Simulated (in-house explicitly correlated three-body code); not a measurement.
Computed with an exponentially correlated three-body code. Model: two electrons around a point charge, non-relativistic, variational in 260 exponentially correlated functions (energies converged to about 1e-7 hartree, or 1e-8 relative for large Z).

Command:
```bash
python run_hyl.py task.json out
```
Settings (lengths in bohr, energies in hartree):
```
Z                      4
screening              2.4
interaction_strength   1
functions              260
states_tried           1
```

Run time, properties included: 9.9 s on 1 thread of Arm Neoverse V2, with other jobs on the host.

**Ground state only, binding against the one-electron ion.**

Given: nuclear charge 4; Yukawa screening of all interactions 2.4 1/bohr.

Computed: one-electron threshold -1.69817452 hartree.

| term | energy (hartree) | binding (eV) |
| --- | --- | --- |
| 1 1S | -2.76646021 | 29.07 |

**Converged states only, values per electron or pair (inverse distances are <exp(-kr)/r>).**

| term | mean r (bohr) | mean r squared (bohr²) | mean inverse r (1/bohr) | mean r12 (bohr) | mean inverse r12 (1/bohr) | mean cosine | mean p1 dot p2 (bohr⁻²) | delta r1 (bohr⁻³) | delta r12 (bohr⁻³) |
| --- | --- | --- | --- | --- | --- | --- | --- | --- | --- |
| 1 1S | 0.56249 | 0.4616 | 1.528 | 0.84909 | 0.538 | -0.022931 | 0.18141 | 11.19 | 0.75674 |
